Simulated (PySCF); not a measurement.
Compound: CH10BPSi.
Numbering: `[SiH3:1][CH2:2][BH2-:3][PH3+:4]` (hydrogens: H5, H6, H7 on Si1; H8, H9 on C2; H10, H11 on B3; H12, H13, H14 on P4)

Cartesian coordinates in Å at the PBE0-D3(BJ)/def2-SVP level; atoms count from 1:
```
atom  x, y, z in Å
Si1    2.320   -0.414   -0.016
C2     0.582   -0.017   -0.604
B3    -0.461   -0.292    0.603
P4    -2.273    0.124    0.012
H5     3.343   -0.184   -1.090
H6     2.429   -1.846    0.406
H7     2.699    0.443    1.152
H8     0.585    1.035   -0.941
H9     0.388   -0.643   -1.493
H10   -0.589   -1.463    0.943
H11   -0.358    0.445    1.578
H12   -2.554    1.447   -0.414
H13   -3.321   -0.062    0.947
H14   -2.800   -0.591   -1.094
```

Level of theory: core-valence-separated Tamm–Dancoff BHandHLYP/aug-pcX-1 (pcseg-1 on H, def2-SVPD on Si, def2-SVPD on P) in PySCF, non-relativistic, gas phase, PBE0-D3(BJ)/def2-SVP geometry. The energies are unshifted.

The lowest roots of each edge with f over 0.003 (five at most, numbered afresh; weaker and dark ones are left out), with transition dipoles (au) in the frame of the coordinates:

```tsv
root	edge	E (eV)	f	μx	μy	μz
1	C	284.38	0.0064	-0.0030	0.0099	-0.0285
2	C	285.15	0.0047	0.0009	-0.0069	0.0250
3	C	285.24	0.0299	-0.0071	-0.0619	-0.0199
4	C	285.39	0.0039	-0.0073	-0.0064	0.0214
5	C	285.71	0.0193	-0.0486	0.0110	-0.0166
6	B	188.47	0.0486	0.0919	-0.0241	0.0389
7	B	189.28	0.0034	-0.0270	0.0034	0.0005
8	B	189.99	0.0194	-0.0074	-0.0608	-0.0201
9	B	190.28	0.0121	-0.0110	0.0167	-0.0468
```

**Question.** Molecules are fixed in this frame and the field points along z. What effective strengths 3 f cos²θ do the roots have (θ between field and μ)?

**Answer.** root 1 (C2): 0.017, root 2 (C2): 0.013, root 3 (C2): 0.008, root 4 (C2): 0.010, root 5 (C2): 0.006, root 6 (B3): 0.021, root 7 (B3): 0.000, root 8 (B3): 0.006, root 9 (B3): 0.031. Root 9 is the strongest. Averaged over all orientations cos²θ is 1/3, which gives f back.

One conformer stands for the species.
